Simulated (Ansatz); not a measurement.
Z-matrix (Å, degrees):
```
In
Cl 1 2.493
Cl 1 2.283 2 112.4
Cl 1 2.493 2 88.7 3 113.8
F 1 1.924 2 105.5 3 -140.5
In 1 3.564 2 44.4 3 114.4
F 6 1.924 1 112.5 2 -89.5
Cl 6 2.283 1 121.6 2 90.5
```

Total charge 0; spin multiplicity 1. In takes the def2 core potential.

Question: List the PBE0/def2-TZVPP orbital energies in eV (the Gaussian-basis code of Ansatz). (Best estimate.)

Answer: Ansatz gave: Occupied: -2769.08, -2769.07, -2767.96, -2767.96, -673.11, -673.11, -260.90, -260.90, -259.77, -259.77, -199.14, -199.13, -199.11, -199.11, -199.03, -199.03, -198.07, -198.06, -197.92, -197.91, -197.91, -197.91, -130.35, -130.34, -86.77, -86.77, -86.69, -86.69, -86.56, -86.56, -31.82, -31.81, -24.89, -24.81, -24.27, -24.24, -23.50, -23.39, -23.32, -23.30, -23.29, -23.15, -22.97, -22.67, -22.28, -22.18, -14.11, -13.88, -12.16, -12.07, -11.92, -11.58, -11.49, -11.36, -11.04, -10.84, -10.83, -10.81, -10.74, -10.57, -9.86, -9.79, -9.78, -9.77. Lowest empty: -3.15, -2.72, -1.09, -0.06, 0.10, 0.45, 0.45, 1.01.
